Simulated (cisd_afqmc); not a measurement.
Input (AFQMC/CISD/def2-SVP; cisd_afqmc is a phaseless AFQMC code with CISD trial states that reads the integrals written by Ansatz):

Ansatz 0.2 input:
```python
import cisd_afqmc

open("ham.yaml", "w").write("""\
crystal:
  periodic: [false, false, false]
  atoms:
    - {symbol: Ag, position_ang: [-0.00000000, -0.00000000, -1.43375140]}
    - {symbol: I, position_ang: [0.00000000, 0.00000000, 1.27143992]}
basis:
  gaussian:
    orbitals: def2-SVP
total_charge: 1
magnetization: {spin_polarized: true, initial_magnetization: 1}
correlation: {method: ccsd, electrons: outside_noble_gas, hamiltonian_folder: ham}
""")
rep = cisd_afqmc.ansatz("ham.yaml")
e_ccsd = rep["correlation"]["coupled_cluster"]["energy"]["hartree"]
out = cisd_afqmc.run("ham", e_ccsd, trial="CISD", walkers=200, populations=8, threads=8, dt=0.005, steps=40, early=36, settle=10, least=32,
    cut=5e-5, rank_cut=2e-4, target=0.0004, seconds=1500, seed=1, memory=17280, gpu=False)
```

Output:

```
orbitals 44, occupied [9, 8], factors 267 of 662, rank of the doubles 281 of 603
E(HF) = -442.518387
E(CCSD) on the cut factors = -442.824651, shift to the whole factors 0.000027
Energy of the trial state on the determinant = -442.824557
  tau behind 10.8 of longer steps, mean of the populations' last blocks
   2.0  -442.83099
   4.0  -442.83066
   6.0  -442.83099
   8.0  -442.83139
blocks 359 (1 outliers left out), error by blocks joined: 1: 0.00010, 2: 0.00012, 4: 0.00013, 8: 0.00014, 16: 0.00013
E(AFQMC/CISD) = -442.83106 +/- 0.00014
```
